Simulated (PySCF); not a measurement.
# TDDFT excited states: F4H4O2Zr

Species: trans-Zr(H2O)2F4 (singlet state).
SMILES: `[OH2]->[Zr](<-[OH2])([F])([F])([F])[F]`

Theory: TDDFT CAM-B3LYP/def2-SVPD, vertical, gas phase, core orbitals frozen in the response, def2 core potentials past Kr in PySCF 2.14.0, density-fitted response routines. Geometry: PBE0-D3(BJ)/def2-SVP; no solvent, vibrations or thermal averaging. Spin–orbit coupling is left out.

Question: Predict the UV-vis stick spectrum at this level.

Answer: 

| state | E (eV) | ν̃ (cm⁻¹) | f | \|μ\| (D) | main configurations (H = HOMO, L = LUMO) |
| --- | --- | --- | --- | --- | --- |
| S1 | 8.68 | 70050 | 0.0029 | 0.30 | H→L+2 (56%), H→L (38%) |
| S2 | 8.86 | 71450 | 0.043 | 1.13 | H-2/H-1→L (≥33%), H-2/H-1→L+2 (≥18%), H-8→L (9%) |
| S3 | 8.86 | 71480 | 0.0040 | 0.35 | H-2/H-1→L+2 (≥35%), H-2/H-1→L (≥28%) |
| S4 | 8.93 | 72060 | 0.0032 | 0.31 | H-5→L (24%), H-2/H-1→L+2 (≥13%), H-7→L (10%) |
| S5 | 8.96 | 72240 | 0.0037 | 0.33 | H→L+3 (27%), H-4→L (10%), H-2/H-1→L+2 (≥10%) |
| S6 | 8.97 | 72340 | 0.0020 | 0.24 | H→L+3 (46%), H-2/H-1→L+2 (≥12%), H-4→L (8%) |
| S7 | 9.02 | 72710 | 0.0017 | 0.23 | H-3→L+2 (30%), H-3→L (26%), H-5→L+2 (12%) |
| S8 | 9.11 | 73460 | 0.021 | 0.77 | H-6→L+2 (40%), H-6→L (22%) |
| S9 | 9.12 | 73590 | 0.0033 | 0.31 | H-5→L+2 (34%), H-7→L (10%) |
| S10 | 9.13 | 73650 | 0.012 | 0.58 | H-4→L+2 (24%), H-4→L (11%) |

Triplets, Tamm–Dancoff:

| state | E (eV) | λ (nm) | main configurations (H = HOMO, L = LUMO) |
| --- | --- | --- | --- |
| T1 | 8.48 | 146.1 | H-8→L (18%), H-2/H-1→L (≥11%), H-7→L+1 (9%) |
| T2 | 8.51 | 145.7 | H-7→L (18%), H-8→L+1 (10%), H-5→L (10%) |
| T3 | 8.52 | 145.5 | H→L+2 (50%), H→L (11%) |
| T4 | 8.71 | 142.4 | H→L+4 (32%) |

The lowest singlet lies at 8.68 eV (143 nm, vacuum ultraviolet) and is very weak; its leading configuration is HOMO→LUMO+2 (56%). The most intense listed level is S2 at 8.86 eV (140 nm, f = 0.043), 0.17 eV above S1. S2/S3 and S9/S10 lie within about 0.01 eV of each other in each set. For S1 the Löwdin share of zirconium is at most 3% in HOMO and 64% in LUMO+2. Weighted by f, the mean energy of these states is 8.96 eV. The listed states span 0.45 eV, and the widest gap between neighbours is 0.17 eV (S1 to S2). All these states lie below the vertical ionisation energy of 13.02 eV (ΔSCF). Orbitals of the list HOMO-3 to LUMO+2 that lie within 0.01 eV of each other are written together with a slash and their weights summed (≥ marks a lower bound); for degenerate orbitals outside that list single weights are arbitrary. The window holds the lowest 10 singlets.
